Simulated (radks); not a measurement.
Values are calculated unless marked as measured or tabulated.
Problem. The mean radii <r> (bohr) of the occupied orbitals of an atom or ion are listed with their occupations. Code: a radial shooting solver on a logarithmic mesh with Libxc functionals. Model: scalar-relativistic Kohn-Sham, r2SCAN, spin-polarised, spherical densities, finite nucleus; meta-GGA in the generalised Kohn-Sham scheme; Fermi nuclear charge, rms radius of each element as measured or else 0.836 A^(1/3) + 0.57 fm.

orbital  occ.     <r>
1s up       1  0.7540

Name the element and its charge. Open shells, if any, are filled with parallel spins first.

Solution. Z = 2, helium, charge +1: He+ in 1s1. The 1s radius gives Z: for a bare nucleus <r> = (2 gamma + 1)/(2Z) with gamma = sqrt(1 - (Z/c)^2), 0.7499 bohr for Z = 2, and the self-interaction of the functional makes it slightly larger (0.7540 here). The occupations add up to 1, and the charge is Z minus that.
